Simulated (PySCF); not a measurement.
ECD: `C=CC[B@@H-](P)[PH3+]`, C$_{3}$H$_{11}$BP$_{2}$

Molfile (atoms numbered from 1):
```
C3H11BP2
     RDKit          3D

 17 16  0  0  0  0  0  0  0  0999 V2000
    2.1876   -0.6581    0.4609 C   0  0  0  0  0  0  0  0  0  0  0  0
    1.4351    0.1048   -0.3130 C   0  0  0  0  0  0  0  0  0  0  0  0
    0.3791   -0.3724   -1.2466 C   0  0  0  0  0  0  0  0  0  0  0  0
   -1.1086   -0.0518   -0.6487 B   0  0  1  0  0  0  0  0  0  0  0  0
   -1.7003   -1.1097    0.9226 P   0  0  0  0  0  0  0  0  0  0  0  0
   -1.0757    1.5938    0.3944 P   0  0  0  0  0  0  0  0  0  0  0  0
    2.9052   -0.2475    1.1517 H   0  0  0  0  0  0  0  0  0  0  0  0
    2.1248   -1.7335    0.4233 H   0  0  0  0  0  0  0  0  0  0  0  0
    1.5364    1.1905   -0.2577 H   0  0  0  0  0  0  0  0  0  0  0  0
    0.5031    0.1293   -2.2100 H   0  0  0  0  0  0  0  0  0  0  0  0
    0.4998   -1.4428   -1.4216 H   0  0  0  0  0  0  0  0  0  0  0  0
   -1.9867    0.0633   -1.4428 H   0  0  0  0  0  0  0  0  0  0  0  0
   -0.4370   -1.4652    1.3715 H   0  0  0  0  0  0  0  0  0  0  0  0
   -1.9042   -2.3292    0.3064 H   0  0  0  0  0  0  0  0  0  0  0  0
   -0.6524    2.8647    0.0109 H   0  0  0  0  0  0  0  0  0  0  0  0
   -2.3122    1.9515    0.8931 H   0  0  0  0  0  0  0  0  0  0  0  0
   -0.4010    1.5241    1.5958 H   0  0  0  0  0  0  0  0  0  0  0  0
  1  2  2  0
  2  3  1  0
  3  4  1  0
  4  5  1  0
  4  6  1  0
  1  7  1  0
  1  8  1  0
  2  9  1  0
  3 10  1  0
  3 11  1  0
  4 12  1  6
  5 13  1  0
  5 14  1  0
  6 15  1  0
  6 16  1  0
  6 17  1  0
M  CHG  2   4  -1   6   1
M  END
```

Method used: PySCF 2.14.0, TDDFT PBE0/def2-SVPD circular dichroism and optical rotation, one conformer, gas phase. Geometry: GFN2-xTB.

The molecule is flexible and this is one conformer; a measurement averages over conformers. States above about 6.4 eV lie in this functional's continuum (it starts at minus the energy of the highest occupied orbital, well below the true ionisation energy for most functionals) and depend on the basis.

**Question.** Assign R or S to each stereocentre.

**Answer.** B4 S.

**Question.** List the lowest 16 singlet excitations with oscillator and rotatory strengths.

**Answer.** Rotatory strengths R in 10⁻⁴⁰ esu² cm², velocity form and length form (origin at the centre of mass); f in length form.
```
state  E (eV)  λ (nm)       f  R (velocity)  R (length)                                    main
    1    5.25     236  0.0008          +9.9        +9.0        HOMO→LUMO 0.86, HOMO→LUMO+2 0.09
    2    5.51     225   0.007          -5.8        -5.9      HOMO→LUMO+2 0.69, HOMO→LUMO+1 0.18
    3    5.67     219   0.005          -8.4        -9.4      HOMO→LUMO+1 0.78, HOMO→LUMO+2 0.21
    4    6.02     206   0.008          -0.9        -3.1                        HOMO→LUMO+3 0.94
    5    6.12     203   0.005         -29.0       -28.8      HOMO−1→LUMO 0.60, HOMO→LUMO+4 0.31
    6    6.21     200   0.065         +59.7       +58.8      HOMO→LUMO+4 0.60, HOMO−1→LUMO 0.27
    7    6.38     194   0.016         -17.0       -17.0  HOMO−1→LUMO+2 0.76, HOMO−1→LUMO+1 0.19
    8    6.44     193   0.052         +29.7       +28.7  HOMO−1→LUMO+1 0.65, HOMO−1→LUMO+2 0.19
    9    6.62     187   0.002          -9.4        -8.1                        HOMO→LUMO+5 0.82
   10    6.86     181   0.005          +6.3        +6.5    HOMO−1→LUMO+3 0.69, HOMO−2→LUMO 0.22
   11    6.90     180   0.018         +37.8       +37.2    HOMO−2→LUMO 0.65, HOMO−1→LUMO+3 0.26
   12    6.97     178   0.024          -7.6        -7.0                        HOMO→LUMO+6 0.80
   13    7.06     176   0.048         -49.5       -45.5    HOMO−1→LUMO+4 0.50, HOMO→LUMO+7 0.10
   14    7.14     174   0.022         -24.3       -23.3    HOMO−2→LUMO+2 0.48, HOMO→LUMO+8 0.35
   15    7.17     173   0.030          -2.1        -4.1    HOMO→LUMO+7 0.49, HOMO−1→LUMO+4 0.12
   16    7.23     172   0.038          -3.5        -3.2    HOMO−2→LUMO+1 0.41, HOMO→LUMO+8 0.17
```

Among the states computed, the strongest CD band (largest |R|) is state 6. The largest dissymmetry factor in size, g = 4R/(D+G), with D and G the electric and magnetic dipole strengths, is +0.073 for state 1 (velocity form, f = 0.001), among bands with |R| over 0.5. The mirror image has the same energies and oscillator strengths and all R with the opposite sign.
